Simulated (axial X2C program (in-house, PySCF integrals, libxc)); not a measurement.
**Spin–orbit effects down a group: molecules with Se (ions), HF**

All values come from calculations with an in-house relativistic program for diatomic molecules, spin-free (one-electron X2C) or two-component (2c: spin–orbit coupling with atomic mean-field Coulomb and Gaunt terms, which also bring small scalar terms), in Dyall basis sets with cores contracted in-house; open shells are unrestricted.

Basis sets: Al dyall-av3z, B dyall-av3z, Ga dyall-acv3z, In dyall-acv3z, Se dyall-acv3z.

| molecule | spin-free state | Re (Å) | ωe (cm⁻¹) | De (eV) | 2c state | Re 2c (Å) | ωe 2c (cm⁻¹) | De 2c (eV) |
| --- | --- | --- | --- | --- | --- | --- | --- | --- |
| BSe⁻ | M_S = 0, Λ = 0 | 1.829 | 832.2 | 3.58 | Ω = 0 | 1.830 | 831.4 | 3.45 |
| AlSe⁻ | M_S = 0, Λ = 0 | 2.226 | 461.0 | 3.04 | Ω = 0 | 2.226 | 460.4 | 2.95 |
| GaSe⁻ | M_S = 0, Λ = 0 | 2.258 | 327.7 | 2.63 | Ω = 0 | 2.259 | 327.0 | n/a |
| InSe⁻ | M_S = 0, Λ = 0 | 2.444 | 273.3 | 2.29 | Ω = 0 | 2.445 | 272.6 | 2.02 |

Fragments in 2c: Se- + B, Se- + Al, Se- + Ga, In + Se-. Each entry is the lowest single determinant of a limited PBE0 search at one distance. De goes to single-determinant-based atoms at the same level (for ions the charge split of lowest energy) and is withheld (n/a) where an atom does not fit its ground term or J level. Main or longest-lived isotopes. Some light 2c atoms are not at their ground J level, so De misses part of their lowering (0.04 eV or less).
